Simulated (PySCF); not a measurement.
A GIAO shielding run with PySCF 2.14 (density fitting, non-relativistic, gas phase) on SMILES N[Si@H]1[Si@@H](NC)[Si@H]([SiH3])S1, CH12N2SSi4:

```
$ OMP_NUM_THREADS=1 python probes_run.py task.json out

{"job": {"kind": "nmr", "xc": "PBE0", "basis": "pcSseg-1"}, "charge": 0, "multiplicity": 1}
C     -2.948324    -1.306653    -0.550238
N     -1.585289    -0.964005    -0.873093
Si    -0.470129    -0.304442     0.262264
Si    -0.170896     1.964248     0.747719
N     -1.077588     3.061244    -0.233741
S      1.958614     1.779163     0.189018
Si     1.741319    -0.283990    -0.536256
Si     3.484830    -1.565964     0.269339
H     -3.295116    -2.115377    -1.196303
H     -2.985494    -1.646946     0.481570
H     -3.633150    -0.458725    -0.657062
H     -1.489034    -0.708775    -1.844766
H     -0.733535    -1.105114     1.472316
H     -0.158886     2.619287     2.050618
H     -1.231993     2.829032    -1.202699
H     -0.867181     4.045701    -0.165001
H      1.841436    -0.129640    -2.001540
H      3.424465    -2.888983    -0.361050
H      3.366456    -1.775898     1.715187
H      4.824350    -1.033487     0.020985
```

Hardware: 1 thread of an Arm Neoverse N1, shared host. The job also computes population analyses, field gradients, ring-centre shieldings.

(1) How large is the calculation?

(2) How long does it take, and how much memory does it need?

## Answers

(1) 104 electrons, 231 basis functions and 1312 auxiliary functions.

(2) 85 s of wall time, with 13 SCF cycles and 5 response iterations; peak memory 1.1 GiB. Times on a shared host scatter by some tens of per cent.
